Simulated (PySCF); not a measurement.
# Mayer bond orders and bond lengths

Compound: C₈H₇FS.
SMILES with atom numbers: `[F:1][C@H:2]1[CH2:3][S:4][c:5]2[cH:6][cH:7][cH:8][cH:9][c:10]21` (hydrogens: H11 on C2; H12, H13 on C3; H14 on C6; H15 on C7; H16 on C8; H17 on C9)

Structure used (PBE0-D3(BJ)/def2-SVP), in Å, numbered top down from 1:
```
atom  x, y, z in Å
F1    -1.836    1.917    0.632
C2    -1.567    0.580    0.796
C3    -2.536   -0.267   -0.020
S4    -1.698   -1.862   -0.314
C5    -0.121   -1.070   -0.224
C6     1.096   -1.602   -0.644
C7     2.247   -0.824   -0.510
C8     2.185    0.463    0.027
C9     0.962    0.984    0.456
C10   -0.185    0.211    0.334
H11   -1.671    0.356    1.875
H12   -3.493   -0.443    0.488
H13   -2.719    0.238   -0.981
H14    1.146   -2.600   -1.086
H15    3.206   -1.227   -0.844
H16    3.093    1.063    0.110
H17    0.896    1.989    0.879
```

Bond orders from the PBE0/pcSseg-1 density (PySCF). One conformer (not necessarily the lowest) at the PBE0-D3(BJ)/def2-SVP geometry, without solvent, vibrations or thermal averaging.

Problem. How far do the computed orders between heavy atoms stray from the drawn ones?

Solution. The largest departure is 0.196, at C10–C5 (drawn aromatic, 1.304), counting aromatic bonds as 1.5. The bonds drawn aromatic range from 1.30 to 1.44.

Problem. Set the Mayer orders of the bonds beside their lengths.

Solution. 
| bond | drawn as | length (Å) | Mayer order |
| --- | --- | --- | --- |
| F1–C2 | single | 1.373 | 0.897 |
| C2–C3 | single | 1.524 | 1.018 |
| C3–S4 | single | 1.825 | 0.973 |
| S4–C5 | single | 1.767 | 1.054 |
| C5–C6 | aromatic | 1.393 | 1.392 |
| C6–C7 | aromatic | 1.396 | 1.442 |
| C7–C8 | aromatic | 1.396 | 1.435 |
| C8–C9 | aromatic | 1.396 | 1.417 |
| C9–C10 | aromatic | 1.388 | 1.439 |
| C10–C2 | single | 1.503 | 0.983 |
| C10–C5 | aromatic | 1.399 | 1.304 |
| C2–H11 | single | 1.107 | 0.924 |
| C3–H12 | single | 1.098 | 0.936 |
| C3–H13 | single | 1.102 | 0.920 |
| C6–H14 | single | 1.092 | 0.967 |
| C7–H15 | single | 1.093 | 0.963 |
| C8–H16 | single | 1.092 | 0.963 |
| C9–H17 | single | 1.093 | 0.969 |

Bonds between the same two heavy elements. C–C: lowest C10–C2 (0.983, 1.503 Å), highest C6–C7 and C9–C10 (1.442, 1.396 Å); in 2 of the 28 pairs the longer bond (by over 0.003 Å) has the higher order (by 0.02 or more). C–S: lowest C3–S4 (0.973, 1.825 Å), highest S4–C5 (1.054, 1.767 Å). Bonds named together lie within 0.004.

Problem. Sum the orders of all bonds at each heavy atom with more than one neighbour and set the sums beside the valence in the SMILES.

Solution. C2 3.822 (drawn 4), C3 3.847 (drawn 4), S4 2.027 (drawn 2), C5 3.750 (drawn 4), C6 3.801 (drawn 4), C7 3.840 (drawn 4), C8 3.815 (drawn 4), C9 3.825 (drawn 4), C10 3.726 (drawn 4). Orders between atoms that aren't bonded are not in these sums.

The Mayer order sums products of elements of PS (density times overlap matrix) between the two atoms' basis functions, so it depends on the basis set.
